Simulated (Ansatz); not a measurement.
Program: Ansatz. Geometries: PBE0-D4/def2-TZVP. ΔE: electronic, gas phase. CCSD(T)/CBS adds triple-zeta CCSD(T) − MP2 to the extrapolated MP2 energy (def2 sets, frozen cores). Double bonds are as drawn, so ΔE can hold a change between cis and trans. DFT in def2-TZVPP. def2 core potentials past Kr. For Ta outer-core shells are correlated without core-valence functions, which leaves a few kJ/mol of doubt a bond. Each species was taken in one conformer, which may not be the lowest.

Consider the substitution at a C–C bond: `CC/C=C/N` + `[NH]=[Ta]([NH2])([NH2])[NH2]` → `C[N]=[Ta]([NH2])([NH2])[NH2]` + `C/C=C/N`.

| level | ΔE (kJ/mol) | difference from CCSD(T)/CBS |
| --- | --- | --- |
| r2SCAN-D4 | 15.4 | -3.8 |
| PBE0-D4 | 14.7 | -4.5 |
| ωB97X-V | 18.6 | -0.6 |
| ωB97M-V | 20.5 | 1.3 |
| B2PLYP | 12.7 | -6.5 |
| PBE | 11.4 | -7.8 |
| r2SCAN | 15.5 | -3.7 |
| PBE0 | 14.4 | -4.8 |
| HF/def2-TZVPP | 18.8 | -0.4 |
| MP2/def2-TZVPP | 12.8 | -6.4 |
| CCSD/def2-TZVPP | 18.0 | -1.2 |
| CCSD(T)/def2-TZVPP | 16.8 | -2.4 |
| HF/def2-QZVPP | 19.2 | 0.0 |
| MP2/def2-QZVPP | 14.3 | -4.9 |
| SCS-MP2/def2-QZVPP | 14.4 | -4.8 |
| CCSD/CBS(def2) | 20.3 | 1.1 |
| CCSD(T)/CBS | 19.2 | 0 |

Largest T1 diagnostic among the species: 0.018.
